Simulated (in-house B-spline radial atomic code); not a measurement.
How numerical settings move a run on the barium ion Ba³⁺, [Kr] 4d10 5s2 5p5. Computed with a B-spline radial code for spherical atoms: Dirac-Hartree-Fock, average of configuration, Fermi nucleus of rms radius 4.8378 fm.

Command:
```bash
python run_scf.py task.json out
```
Settings of the sound reference run:
```
Z                56
electrons        53
configuration    [Kr] 4d10 5s2 5p5
hamiltonian      dirac
method           hf
spin_polarised   False
nucleus          fermi
rms_radius       4.8378
mass_number      138
atomic_mass      137.9052
speed_of_light   137.036
knot_spacing     0.22
spline_order     8
gauss_points     12
box_radius       16.22
max_iterations   70
damping          0.5
damped_steps     3
diis_vectors     10
tolerance        1e-08
start            Thomas-Fermi
```

Run time, properties included: 1.9 s on 1 thread of Arm Neoverse N1 (shared host).

It converges in 10 iterations to -8133.840473 hartree, with 5p3/2 at -46.7832 eV. The other runs change the listed settings, some to values that make no sense; their results aren't properties of the atom or ion. Radii are in bohr (the nuclear one in fm), a minus after a letter asks for a j subshell, and «unchanged» means within 1e-8 hartree. The run stops when the residual is below 10 × tolerance × max(1, Z/10), or a noise floor if that is larger, and the energy moves by less than 1e-8 × √|E| hartree; so very loose and very tight tolerances often act alike.

| changed settings | outcome |
| --- | --- |
| box_radius = 2.43 | converged in 9 iterations, energy +3.66e+00 hartree from the reference, 5p3/2 level +2.5e+01 eV (the program warns: 5p3/2 reaches the box edge; 4s1/2 reaches the box edge) |
| max_iterations = 12, damping = 0, start = bare nucleus | converged in 12 iterations, energy unchanged, 5p3/2 level -5.2e-06 eV |
| diis_vectors = 0 | converged in 22 iterations, energy unchanged, 5p3/2 level +1.9e-06 eV |
| diis_vectors = 2 | converged in 12 iterations, energy unchanged, 5p3/2 level +1.2e-06 eV |
| box_radius = 1.62 | converged in 8 iterations, energy +3.19e+01 hartree from the reference, 5p3/2 level +1.5e+02 eV (the program warns: 5p3/2 has a positive eigenvalue: unbound, held by the box; 5s1/2 has a positive eigenvalue: unbound, held by the box) |
| diis_vectors = 4 | converged in 10 iterations, energy unchanged, 5p3/2 level +9.6e-07 eV |
| box_radius = 4.87 | converged in 9 iterations, energy +6.96e-03 hartree from the reference, 5p3/2 level +1.3e-01 eV (the program warns: 5p3/2 reaches the box edge; 5s1/2 reaches the box edge) |
| box_radius = 8.11 | converged in 10 iterations, energy +4.28e-07 hartree from the reference, 5p3/2 level +1.8e-05 eV (the program warns: 5p3/2 reaches the box edge; 5p1/2 reaches the box edge) |
| electrons = 56, configuration = [Kr] 4d10 5s2 5p5 6s3, max_iterations = 100 | stopped with error: shell 6s holds at most 2 electrons |
| box_radius = 0.65 | converged in 8 iterations, energy +1.25e+03 hartree from the reference, 5p3/2 level +3.2e+03 eV (the program warns: 5p3/2 has a positive eigenvalue: unbound, held by the box; 3d3/2 has a positive eigenvalue: unbound, held by the box) |
| box_radius = 4.87, max_iterations = 75, diis_vectors = 4, tolerance = 1e-10 | converged in 10 iterations, energy +6.96e-03 hartree from the reference, 5p3/2 level +1.3e-01 eV (the program warns: 5p3/2 reaches the box edge; 5s1/2 reaches the box edge) |
| electrons = 55, configuration = [Kr] 4d10 5s2 5p7, max_iterations = 50 | stopped with error: shell 5p holds at most 6 electrons |
| box_radius = 0.97 | converged in 8 iterations, energy +2.98e+02 hartree from the reference, 5p3/2 level +9.8e+02 eV (the program warns: 5p3/2 has a positive eigenvalue: unbound, held by the box; 4s1/2 has a positive eigenvalue: unbound, held by the box) |

What happens with gauss_points = 16, max_iterations = 75, start = bare nucleus?

Converged in 11 iterations, energy unchanged.

What happens with spline_order = 3, gauss_points = 5, box_radius = 1.62, max_iterations = 50, start = bare nucleus?

Converged in 10 iterations, energy +3.49e+01 hartree from the reference, 5p3/2 level +1.6e+02 eV (the program warns: 5p3/2 has a positive eigenvalue: unbound, held by the box; 5s1/2 has a positive eigenvalue: unbound, held by the box).

What happens with knot_spacing = 0.55, box_radius = 8.11, max_iterations = 60, tolerance = 1e-06, start = bare nucleus?

Converged in 9 iterations, energy +3.32e-01 hartree from the reference, 5p3/2 level +2.1e-03 eV (the program warns: 5p3/2 reaches the box edge; 5p1/2 reaches the box edge).

What happens with box_radius = 3.24?

Converged in 9 iterations, energy +5.01e-01 hartree from the reference, 5p3/2 level +4.8e+00 eV (the program warns: 5p3/2 reaches the box edge; 4p1/2 reaches the box edge).
